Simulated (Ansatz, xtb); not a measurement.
Two isomers of BClH8Si3

We compare X, `B[Si]([SiH3])([SiH3])Cl`, a singlet, with Y, `B[Si@@H]([SiH3])[SiH2]Cl`, a singlet. Both are isolated molecules in the gas phase, relaxed with PBE0-D3(BJ)/def2-SVP; the shapes shown needn't be the lowest conformers.

X (Å):

```xyz
13

B     0.7064    0.4608   -2.8129
Cl   -0.4382    2.7105   -0.4782
Si   -0.6927    0.8768   -1.4661
Si   -0.7552   -0.7879    0.1932
Si   -2.8134    0.9382   -2.4798
H     1.6343    1.1907   -3.0590
H     0.6079   -0.5865   -3.4101
H     0.5494   -0.8554    0.9181
H    -1.8431   -0.4608    1.1632
H    -1.0368   -2.1107   -0.4451
H    -3.0967   -0.3874   -3.1116
H    -3.8400    1.2208   -1.4320
H    -2.8659    2.0058   -3.5237
```

Y (Å):

```xyz
13

B    -2.6688    0.4298    0.8891
Cl    0.2871    3.2384    1.0477
Si   -0.8534    0.0255    0.1699
Si   -0.7143    1.0304   -1.9596
Si    0.7407    1.2350    1.3916
H    -3.5074   -0.4161    1.0850
H    -2.9452    1.5845    1.1123
H    -0.4581   -1.4167    0.0771
H    -1.3044    2.3995   -1.9077
H    -1.4593    0.2116   -2.9644
H     0.7194    1.1190   -2.3742
H     2.1287    0.9805    0.9055
H     0.6959    1.0005    2.8647
```

Quicker runs give these differences E(Y) − E(X): GFN2-xTB +0.002 eV; HF/STO-3G +0.093 eV (at GFN2-xTB geometries); r2SCAN-D4/def2-SVP +0.005 eV (at GFN2-xTB geometries).

Task: Estimate E(Y) − E(X) at the level CCSD(T)/def2-SVP + ΔMP2/def2-TZVPP.

Result: Too close to call at this level: CCSD(T)/def2-SVP + ΔMP2/def2-TZVPP gives E(Y) − E(X) = −0.019 eV.

Level by level:

```tsv
level	geometry	E(Y) − E(X) (eV)	departure from the last row (eV)	job, with rough time for the two
GFN2-xTB	GFN2-xTB	+0.002	+0.021	optimisation, 1.6 s
HF/STO-3G	GFN2-xTB	+0.093	+0.112	single point, 1.9 s
r2SCAN-D4/def2-SVP	GFN2-xTB	+0.005	+0.024	single point, 12 s
PBE0-D3(BJ)/def2-SVP	PBE0-D3(BJ)/def2-SVP	−0.046	−0.027	optimisation, 4.5 min
HF/def2-SVP	PBE0-D3(BJ)/def2-SVP	−0.043	−0.025	part of the CCSD(T) run
MP2/def2-SVP	PBE0-D3(BJ)/def2-SVP	−0.076	−0.057	part of the CCSD(T) run
CCSD(T)/def2-SVP	PBE0-D3(BJ)/def2-SVP	−0.065	−0.046	single point
CCSD(T)/def2-SVP + ΔMP2/def2-TZVPP	PBE0-D3(BJ)/def2-SVP	−0.019		single point, 1.8 min
```

As drawn, both hold the same kinds of bond in the same numbers.

The largest departure from CCSD(T)/def2-SVP + ΔMP2/def2-TZVPP is that of HF/STO-3G, 0.112 eV. The last row adds to CCSD(T) the change of the MP2 difference between the two basis sets, here +0.046 eV.

With thermal terms from frequencies at re-optimised GFN2-xTB minima (ideal gas, soft modes damped towards free rotors, one conformer each, 298.15 K, 1 atm): the zero-point term adds +0.011 eV; ΔH is −0.022 and ΔG +0.007 eV.

The correlated steps freeze 21 core orbitals. Mirror images aren't counted in ΔG. Run with Ansatz 0.2.0, xtb 6.7.1; the last row on 2 threads of AMD EPYC (Zen 3) on a shared host.
